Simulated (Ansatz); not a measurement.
```yaml
crystal:
  periodic: [false, false, false]
  atoms:
    - {symbol: C, position_ang: [-1.197350, -2.177566, 1.163306]}
    - {symbol: O, position_ang: [-0.435140, -1.171713, 0.532522]}
    - {symbol: Ta, position_ang: [-0.571656, 0.661677, 0.258549]}
    - {symbol: F, position_ang: [-2.228042, 0.657269, 1.193764]}
    - {symbol: Cl, position_ang: [-1.762279, 1.400760, -1.595477]}
    - {symbol: Cl, position_ang: [0.268372, 2.038865, 1.924183]}
    - {symbol: O, position_ang: [1.010298, 0.788517, -0.710329]}
    - {symbol: C, position_ang: [2.059186, 1.199607, -1.521396]}
    - {symbol: H, position_ang: [-1.458946, -2.935585, 0.422399]}
    - {symbol: H, position_ang: [-2.106616, -1.756153, 1.597994]}
    - {symbol: H, position_ang: [-0.591558, -2.636566, 1.947101]}
    - {symbol: H, position_ang: [2.656659, 1.952737, -0.999385]}
    - {symbol: H, position_ang: [2.694571, 0.345336, -1.768550]}
    - {symbol: H, position_ang: [1.662492, 1.632836, -2.444680]}
basis:
  gaussian: {orbitals: def2-SVPD}
hamiltonian: {xc: {name: r2SCAN0}}
accuracy: high
```

```sh
$ ansatz run in.yaml --threads 2 --pin off --events-out ev --progress --plain --max-ram 22528MiB --backend cpu
```

Output, abridged:

```
Functional definition: r2SCAN0
4881 factors; integrals over basis functions are off by at most 6.3e-9 eV
mean field evaluation 1: about -35554.0642 eV, gradient 7.7e1 eV
mean field evaluation 2: about -35477.4776 eV, gradient 2.2e2 eV
mean field evaluation 4: about -35565.0932 eV, gradient 1.5e1 eV
mean field evaluation 8: about -35565.7404 eV, gradient 1.7e0 eV
mean field evaluation 16: about -35565.7466 eV, gradient 2.5e-4 eV
mean field -35565.74662681 eV, -1307.0170812064 hartree, gradient 9.7e-8 eV, S^2 0.000000; 0 other end points of the search recorded, 0 dependent functions left out
reference -35565.74662795 eV, -1307.0170812481 hartree; 45, 45 occupied and 201, 201 virtual orbitals, 4881 factors
Total energy: -35565.74662795 eV, -1307.0170812481 hartree
```

Run time 57 s (2 threads of an AMD EPYC 7R13 on a shared host); peak host memory 2.5 GiB.
